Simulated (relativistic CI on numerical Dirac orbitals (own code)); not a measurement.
Computed by Dirac-Coulomb-Breit CI, KLI orbitals optimised for each configuration, model QED, unscaled Slater integrals (own radial code, finite nucleus).

The strongest absorption lines from the ground level of an ion, among the configurations computed and to levels below about 236 eV (vacuum wavelength in nm, gf): 10.635 (1.3), 10.842 (0.5), 11.126 (1.3), 11.142 (1.9), 11.234 (3.2), 11.601 (0.74), 11.817 (0.43), 13.699 (0.5).

(1) Which ion is it?
A. Xe23+
B. Te19+
C. Sn17+
D. Xe21+

## Answers

(1) D. Xe21+ has 33 electrons and the ground level 4s²4p³ ⁴S°3/2; the strongest line goes to 4s²4p²4d ⁴P5/2. The pattern of lines fixes the number of electrons, and along that sequence the line energies rise steadily with the charge (about as its square where n changes within one kind of shell, about linearly where n is kept but much faster in heavy ions where fine structure, which grows about as Z⁴, sets the gap, and irregularly where shells cross), which fixes Z. Configurations outside the model, such as inner-shell arrays, can give stronger lines. At this charge energies of transitions that change n are usually good to better than 1 %, and those within a shell (Δn = 0) to a few per cent.

LS names give the leading component of a level, which can be under half, so a name can repeat, a term be missing and a line seem to break the LS rules.
